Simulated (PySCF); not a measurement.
Basis and Hamiltonian dependence of the excitation energy of Ge²⁺

Ge²⁺ [Ar] 3d10 4s2 (1S) → Ge²⁺ [Ar] 3d10 4s1 4p1 (3P). Calculated with PySCF 2.14 from differences of total energies of unrestricted determinants, without spin-orbit coupling. Values in eV.

```json
{"basis": "aug-cc-pVDZ-PP with ECP10MDF", "Hamiltonian": "ECP", "functions": "32", "UHF": "6.463", "r2SCAN": "7.733", "PBE0": "7.886", "MP2 (valence)": "7.105", "CCSD(T) (valence)": "7.401"}
{"basis": "aug-cc-pwCVDZ-PP with ECP10MDF", "Hamiltonian": "ECP", "functions": "48", "UHF": "6.446", "r2SCAN": "7.718", "PBE0": "7.869", "MP2 (valence)": "7.130", "CCSD(T) (valence)": "7.408"}
{"basis": "x2c-TZVPPall", "Hamiltonian": "spin-free X2C", "functions": "48", "UHF": "6.487", "r2SCAN": "7.707", "PBE0": "7.899", "MP2 (valence)": "7.180", "CCSD(T) (valence)": "7.431"}
{"basis": "aug-cc-pVTZ-PP with ECP10MDF", "Hamiltonian": "ECP", "functions": "55", "UHF": "6.421", "r2SCAN": "7.682", "PBE0": "7.854", "MP2 (valence)": "7.139", "CCSD(T) (valence)": "7.398"}
{"basis": "aug-cc-pVTZ-DK", "Hamiltonian": "spin-free X2C", "functions": "59", "UHF": "6.431", "r2SCAN": "7.652", "PBE0": "7.855", "MP2 (valence)": "7.139", "CCSD(T) (valence)": "7.396"}
{"basis": "cc-pVQZ-DK", "Hamiltonian": "spin-free X2C", "functions": "68", "UHF": "6.415", "r2SCAN": "n/a", "PBE0": "n/a", "MP2 (valence)": "7.158", "CCSD(T) (valence)": "7.399"}
{"basis": "aug-cc-pVQZ-PP with ECP10MDF", "Hamiltonian": "ECP", "functions": "89", "UHF": "6.409", "r2SCAN": "7.683", "PBE0": "7.847", "MP2 (valence)": "7.157", "CCSD(T) (valence)": "7.398"}
{"basis": "dyall-av2z", "Hamiltonian": "non-relativistic", "functions": "92", "UHF": "6.076", "r2SCAN": "7.244", "PBE0": "7.450", "MP2 (valence)": "6.766", "CCSD(T) (valence)": "7.058"}
{"basis": "aug-cc-pVQZ-DK", "Hamiltonian": "spin-free X2C", "functions": "93", "UHF": "6.414", "r2SCAN": "7.641", "PBE0": "7.838", "MP2 (valence)": "7.158", "CCSD(T) (valence)": "7.399"}
{"basis": "x2c-QZVPPall", "Hamiltonian": "spin-free X2C", "functions": "97", "UHF": "6.411", "r2SCAN": "7.646", "PBE0": "7.844", "MP2 (valence)": "7.158", "CCSD(T) (valence)": "7.397"}
{"basis": "aug-cc-pVQZ-PP with one added diffuse shell each of s, p, d, f, g type with ECP10MDF", "Hamiltonian": "ECP", "functions": "114", "UHF": "6.409", "r2SCAN": "7.683", "PBE0": "7.847", "MP2 (valence)": "7.157", "CCSD(T) (valence)": "n/a"}
```

Frozen in the all-electron rows: valence: [Ar] 3d10; with a core potential, the same shells as far as they lie outside it.

Non-relativistic rows lack the scalar-relativistic shift.
